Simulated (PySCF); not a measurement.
Molecule: SMILES [SiH3][SiH2][SiH2][SiH3], H₁₀Si₄.

Cartesian coordinates in Å; atom numbers follow the order of the lines, from 1:
```xyz
14

Si    2.949   -0.167    0.165
Si    0.727   -0.909    0.222
Si   -0.720    0.879   -0.242
Si   -2.956    0.182   -0.158
H     3.131    0.924    1.172
H     3.255    0.379   -1.194
H     3.904   -1.276    0.470
H     0.515   -1.989   -0.794
H     0.405   -1.471    1.573
H    -0.403    1.417   -1.604
H    -0.485    1.973    0.754
H    -3.178   -0.906   -1.159
H    -3.885    1.315   -0.455
H    -3.261   -0.351    1.206
```

Geometry PBE0-D3(BJ)/def2-SVP throughout; GIAO in PySCF, gas phase, one conformer, non-relativistic; equivalent atoms averaged; functional PBE0.

Task: How do the absolute shieldings σ depend on the basis set? (ppm; last column core-seconds on shared hosts with different chips, so compare them loosely)

Result: 
```csv
basis set,functions,Si2/Si3,Si1/Si4,H5/H6/H7/H12/H13/H14,H8/H9/H10/H11,core-s
STO-3G,46,596.9,599.4,31.13,31.29,3.2
6-31G,72,532.4,523.4,29.37,29.63,5.8
pcSseg-0,72,521.6,503.0,29.53,29.89,5.2
6-31G*,92,499.4,486.2,28.17,28.39,7.3
def2-SVP,122,517.1,504.1,27.68,27.95,8.5
cc-pVDZ,122,514.5,506.2,27.63,27.85,11
pcSseg-1,146,466.2,454.8,27.59,27.84,13
aug-cc-pVDZ,198,515.6,513.2,27.59,27.80,23
"6-311+G(2d,p)",200,457.6,447.5,27.55,27.75,20
def2-TZVP,208,448.9,437.3,27.52,27.74,21
IGLO-III,276,459.3,449.5,27.54,27.73,39
cc-pVTZ,276,474.4,461.2,27.56,27.76,42
pcSseg-2,312,459.3,447.2,27.54,27.73,50
```

Task: Which nucleus moves most, in ppm?

Result: Si1/Si4 (silicon bonded to Si, 3 H): from 437.3 ppm with def2-TZVP to 599.4 ppm with STO-3G. The smallest spread is 3.56 ppm, at H8/H9/H10/H11.

Task: Taking the largest basis, pcSseg-2 (312 functions), as the yardstick, rank the others by their worst heavy-atom deviation.

Result: 6-311+G(2d,p) 1.6 ppm (200 functions), IGLO-III 2.3 ppm (276 functions), pcSseg-1 7.6 ppm (146 functions), def2-TZVP 10.4 ppm (208 functions), cc-pVTZ 15.1 ppm (276 functions), 6-31G* 40.2 ppm (92 functions), def2-SVP 57.9 ppm (122 functions), cc-pVDZ 59.0 ppm (122 functions), pcSseg-0 62.3 ppm (72 functions), aug-cc-pVDZ 66.0 ppm (198 functions), 6-31G 76.2 ppm (72 functions), STO-3G 152.2 ppm (46 functions).

A small basis that lands close on one nucleus may do so by chance; judge by the trend and by all nuclei.
